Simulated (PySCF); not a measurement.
Question: Write Cartesian coordinates for `C([Si@H](CC)P)Cl` as optimised with GFN2-xTB.

Answer: 
```
atom  x, y, z in Å
C1    -1.9086   -0.4975    0.1265
C2    -0.9658   -0.1365   -1.0176
Si3    0.8321    0.1142   -0.4288
P4     1.4367   -1.7061    0.7485
C5     0.9201    1.5516    0.8383
Cl6    0.1466    3.0104    0.1674
H7    -1.9816    0.3230    0.8363
H8    -2.9075   -0.7095   -0.2500
H9    -1.5483   -1.3796    0.6554
H10   -1.3212    0.7704   -1.5061
H11   -0.9929   -0.9283   -1.7681
H12    1.6991    0.4761   -1.5629
H13    2.7974   -1.4757    0.6524
H14    1.4398   -2.5485   -0.3488
H15    0.4021    1.3181    1.7665
H16    1.9444    1.8268    1.0797
```

Any rigid rotation of these coordinates is as good. Atoms count from 1 in this order. Si3 (SiH silicon) is distorted tetrahedral (angles from 104.4° to 116.3°). P4 (three-coordinate phosphorus) is pyramidal (angles 95.4°, 94.5° and 92.5°, sum 282.4°, 0.84 Å off the plane of its three neighbours). Of the pairs four or more bonds apart, P4···H9 is among the closest relative to their van der Waals radii: 3.00 Å, 100 % of the sum of Bondi's values.

Bonds between heavy atoms (Å): C1–C2 1.526, C2–Si3 1.908, Si3–P4 2.251, Si3–C5 1.918, C5–Cl6 1.782.

The geometry is computed with GFN2-xTB (gas phase).

Point group: C1 (no symmetry element, even within 0.4 Å). GFN2-xTB frequencies: not computed here. The numbers are those of one conformer (C1–C2–Si3–P4 52°, C2–Si3–P4–H 162° and 69°, C2–Si3–C5–Cl6 -52°).
